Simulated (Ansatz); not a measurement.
Start from `[OH][GeH]([F])[F]` and change one atom or group to get `N#[C][GeH]([F])[F]`.

Ansatz, PBE0-D4/def2-TZVP geometries, multiplicity 1. Each molecule was computed in one conformer, which needn't be the lowest.

Scalar relativity is left out up to krypton.

| property | `[OH][GeH]([F])[F]` |
| --- | --- |
| size of the dipole moment (PBE/def2-TZVPP) / D | 1.16 |
| LUMO energy (PBE0/def2-TZVPP) / eV | -0.15 |
| HOMO energy (ωB97M-V/def2-TZVPP) / eV | -12.56 |
| HOMO–LUMO gap (PBE0/def2-TZVPP) / eV | 9.91 |
| size of the dipole moment (ωB97M-V/def2-TZVPP) / D | 1.21 |
| HOMO energy (B3LYP/def2-TZVPP) / eV | -9.77 |

What does the change do to each property? (Estimate.)

Computed: 
| property | `N#[C][GeH]([F])[F]` | shift |
| --- | --- | --- |
| size of the dipole moment (PBE/def2-TZVPP) / D | 2.87 | 1.71 |
| LUMO energy (PBE0/def2-TZVPP) / eV | -1.55 | -1.40 |
| HOMO energy (ωB97M-V/def2-TZVPP) / eV | -13.09 | -0.53 |
| HOMO–LUMO gap (PBE0/def2-TZVPP) / eV | 9.21 | -0.70 |
| size of the dipole moment (ωB97M-V/def2-TZVPP) / D | 3.02 | 1.81 |
| HOMO energy (B3LYP/def2-TZVPP) / eV | -10.48 | -0.71 |

With PBE0 the HOMO falls by 0.70 eV and the LUMO falls by 1.40 eV, so the gap narrows by about 0.70 eV. PBE moves the HOMO by -0.87 eV and ωB97M-V by -0.53 eV. Dipoles are sizes alone; their direction can turn.

B3LYP here is the variant with VWN-RPA as its local correlation; programs differ in this.
